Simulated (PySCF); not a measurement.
## Ionisation energy of O+ by level of theory

O+ [He] 2s2 2p3 (4S) → O(2+) [He] 2s2 2p2 (3P), as a difference of total energies. Computed with PySCF 2.14 in dyall-acv3z (15s9p4d2f, 76 functions), with the non-relativistic Hamiltonian (point nucleus). Correlated levels: valence: 1s2 frozen; valence and next inner shell: nothing frozen; virtual orbitals above 40 to 60 times the deepest correlated orbital energy dropped. The calculations carry no spin-orbit coupling.

Problem. Order these methods by the ionisation energy they give, lowest first.
A. MP2 (valence and next inner shell)
B. M06
C. B97-3
D. UHF

Solution. D (34.578 eV), C (35.215 eV), A (35.239 eV), B (35.526 eV).

A first-order spin-orbit estimate (lowest level to lowest level, LS coupling) adds -0.027 eV.

Errors of the correlated levels include the incompleteness of this basis and the frozen core.

For comparison: 35.121 eV (measured; NIST Atomic Spectra Database, ionization energies).
